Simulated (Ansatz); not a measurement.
Consider the substitution at a C–N bond: `CN[SiH](N)O` + `C[O][Ge][SH]` → `C[O][Ge][S]C` + `N[SiH](N)O`.

Program: Ansatz. Geometries: PBE0-D4/def2-TZVP. ΔE: electronic, gas phase. CCSD(T)/CBS is the MP2 limit (def2-TZVPP, def2-QZVPP) plus CCSD(T) − MP2 in def2-TZVPP, frozen cores. Functionals use def2-TZVPP. B3LYP here is the variant with VWN-RPA as its local correlation; programs differ in this. For Ge outer-core shells are correlated without core-valence functions, which leaves a few kJ/mol of doubt a bond. Scalar relativity is left out up to krypton. One conformer a species, not always the lowest.

```json
{"level": "PBE-D4", "ΔE (kJ/mol)": "-30.6", "difference from CCSD(T)/CBS": "2.5"}
{"level": "PBE0-D4", "ΔE (kJ/mol)": "-29.9", "difference from CCSD(T)/CBS": "3.2"}
{"level": "B3LYP-D4", "ΔE (kJ/mol)": "-27.7", "difference from CCSD(T)/CBS": "5.4"}
{"level": "ωB97X-V", "ΔE (kJ/mol)": "-28.1", "difference from CCSD(T)/CBS": "5.0"}
{"level": "ωB97M-V", "ΔE (kJ/mol)": "-29.1", "difference from CCSD(T)/CBS": "4.0"}
{"level": "PBE", "ΔE (kJ/mol)": "-31.6", "difference from CCSD(T)/CBS": "1.5"}
{"level": "r2SCAN", "ΔE (kJ/mol)": "-32.9", "difference from CCSD(T)/CBS": "0.2"}
{"level": "HF/def2-TZVPP", "ΔE (kJ/mol)": "-25.1", "difference from CCSD(T)/CBS": "8.0"}
{"level": "MP2/def2-TZVPP", "ΔE (kJ/mol)": "-35.4", "difference from CCSD(T)/CBS": "-2.3"}
{"level": "CCSD(T)/def2-TZVPP", "ΔE (kJ/mol)": "-30.7", "difference from CCSD(T)/CBS": "2.4"}
{"level": "HF/def2-QZVPP", "ΔE (kJ/mol)": "-24.5", "difference from CCSD(T)/CBS": "8.6"}
{"level": "MP2/def2-QZVPP", "ΔE (kJ/mol)": "-36.6", "difference from CCSD(T)/CBS": "-3.5"}
{"level": "SCS-MP2/def2-QZVPP", "ΔE (kJ/mol)": "-33.4", "difference from CCSD(T)/CBS": "-0.3"}
{"level": "HF/CBS(def2)", "ΔE (kJ/mol)": "-24.4", "difference from CCSD(T)/CBS": "8.7"}
{"level": "MP2/CBS(def2)", "ΔE (kJ/mol)": "-37.8", "difference from CCSD(T)/CBS": "-4.7"}
{"level": "CCSD/CBS(def2)", "ΔE (kJ/mol)": "-31.1", "difference from CCSD(T)/CBS": "2.0"}
{"level": "CCSD(T)/CBS", "ΔE (kJ/mol)": "-33.1", "difference from CCSD(T)/CBS": "0"}
```

Largest T1 diagnostic among the species: 0.015.

In def2-TZVPP, CCSD(T) changes the Hartree–Fock value by −5.6 kJ/mol (the triples alone add −2.0 kJ/mol) and MP2 by −10.4 kJ/mol.
